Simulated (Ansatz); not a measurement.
`FB1OCO1`, charge 0, multiplicity 1.

Give a relaxed structure at PBE0-D4/def2-TZVP (Ansatz 0.2.0). (Best estimate.)

Ansatz gave: 
Cartesian coordinates in Å:
```
F 0.226 0.173 2.326
B 0.100 0.077 1.031
O -0.598 0.865 0.142
C -0.079 -0.061 -0.817
O 0.626 -0.843 0.151
H 0.596 0.420 -1.527
H -0.872 -0.631 -1.306
```
Point group C2v.
